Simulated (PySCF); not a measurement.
Bond length, frequency and bond energy of CuCl by level of theory

State: ¹Σ⁺ (singlet), closed shell. Set-up: basis Cu def2-TZVPP, Cl def2-TZVPP; no relativity; PySCF 2.14. De refers to Cu (3d10 4s1) + Cl in their high-spin ground configurations, without counterpoise correction. A positive dipole means Cu(−)Cl(+).

| Level | Re (Å) | ωe (cm⁻¹) | De (eV) | μ (D) | CPU s a point (SCF and correlation, without the integrals) |
| --- | --- | --- | --- | --- | --- |
| RHF | 2.177 | 357 | n/a | -6.84 | 0.96 |
| RHF-MP2 | 2.055 | 412 | n/a | n/a | 1.7 |
| RHF-SCS-MP2 | 2.081 | 399 | n/a | n/a | n/a |
| RHF-CCSD | 2.105 | 388 | 3.52 | n/a | n/a |
| RHF-CCSD(T) | 2.094 | 392 | 3.61 | n/a | 78 |
| PBE | 2.066 | 403 | 3.73 | -4.36 | 2.2 |
| BP86 | 2.066 | 403 | 3.68 | -4.34 | 1.3 |
| r²SCAN | 2.053 | 414 | 3.79 | -4.73 | 2.9 |
| M06-L | 2.058 | 416 | 3.98 | -4.83 | 3 |
| r²SCANh | 2.059 | 410 | 3.73 | -4.98 | 4.1 |
| PBE0 | 2.076 | 401 | 3.64 | -5.12 | 6.3 |
| M06-2X | 2.135 | 383 | 3.64 | -5.67 | 4.5 |
| ωB97X | 2.073 | 410 | 3.90 | -5.32 | 5.6 |

Question: Which functional lies closest to RHF-CCSD(T) in De, which farthest, and by how much do they differ from it?

Answer: Closest is PBE0 (-1.8 pm in Re, +2.3 % in ωe, +0.03 eV in De against RHF-CCSD(T) in the same basis), farthest M06-L (-3.6 pm in Re, +6.1 % in ωe, +0.37 eV in De). CCSD(T) converges more slowly with the basis than the functionals do and binds too weakly in this one, so the order can change at the basis-set limit.

Question: What does a quarter of exact exchange do here, going from PBE to PBE0?

Answer: PBE0 less PBE: +1.0 pm in Re, -0.5 % in ωe, -0.09 eV in De. Exact exchange removes part of the self-interaction that spreads semilocal densities, and in most molecules shortens and stiffens the bond and lowers De; here Re and ωe go the other way.

Question: What does second-order correlation do here, going from RHF to RHF-MP2?

Answer: RHF-MP2 less RHF: -12.2 pm in Re, +15.4 % in ωe. Correlation nearly always deepens the well. The bond shortens, as in weak, metallic or heavy-atom bonds, where dispersion and the correlation of outer-core electrons pull the atoms together.

Correlated steps freeze 10 core orbitals. Where the molecule has an RHF reference, its open-shell atoms are computed with UHF. The CCSD T1 diagnostic is raised, a sign that a single reference may not be enough here.

The whole job (state search and all levels along the bond) took about 9.9 min on 2 threads of Arm Neoverse V2 (shared host), peak memory 3.6 GiB.
